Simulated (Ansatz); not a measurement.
`C[O][Ga]([F])[Cl]` + H–F → `[F][Ga]([F])[Cl]` + CH₃OH  (ligand exchange at a Ga–O bond)

Calculated with Ansatz (gas phase, PBE0-D4/def2-TZVP geometries, no zero-point term in ΔE). CBS: MP2 limit from def2 TZ/QZ plus the TZ coupled-cluster correction, frozen cores. This one scheme is used for every species. DFT in def2-TZVPP. For Ga outer-core shells are correlated without core-valence functions, which leaves a few kJ/mol of doubt a bond. Scalar relativity is left out up to krypton. One conformer a species, not always the lowest.

`C[O][Ga]([F])[Cl]`:

Z-matrix (Å, degrees):
```
C
O 1 1.416
H 1 1.094 2 109.1
H 1 1.094 2 109.1 3 -118.4
H 1 1.095 2 113.2 3 120.8
Ga 2 1.755 1 122.4 3 -121.0
Cl 6 2.103 2 122.4 1 -180.0
F 6 1.744 2 118.4 1 0.0
```

H–F:

```xyz
2

F    -0.341    0.082    0.298
H     0.341   -0.082   -0.298
```

`[F][Ga]([F])[Cl]`:

Z-matrix (Å, degrees):
```
Ga
F 1 1.729
Cl 1 2.096 2 121.7
F 1 1.729 2 116.7 3 180.0
```

CH₃OH:

Z-matrix (Å, degrees):
```
C
O 1 1.409
H 1 1.097 2 112.4
H 1 1.090 2 107.0 3 -118.5
H 1 1.097 2 112.4 3 123.0
H 2 0.959 1 108.5 3 -61.6
```

```csv
species,BLYP energy (Eh)
`C[O][Ga]([F])[Cl]`,-2600.28197
H–F,-100.48139
`[F][Ga]([F])[Cl]`,-2585.03992
CH₃OH,-115.73478
```

Task: Work out ΔE.

Result: ΔE = (-2585.03992) + (-115.73478) − (-2600.28197) − (-100.48139) = -0.01134 Eh = -29.8 kJ/mol. CCSD(T)/CBS gives -14.3 kJ/mol.

Largest T1 diagnostic among the species: 0.014.

In def2-TZVPP, CCSD(T) changes the Hartree–Fock value by +17.4 kJ/mol (the triples alone add +2.4 kJ/mol) and MP2 by +19.9 kJ/mol. Leaving LDA and LC-ωPBE aside and taking each functional with its dispersion term where it has one, the values, not all of them listed here, spread over 8.0 kJ/mol, from B97M-V to revPBE-D4. LDA lies +9.7 kJ/mol from PBE without D4.
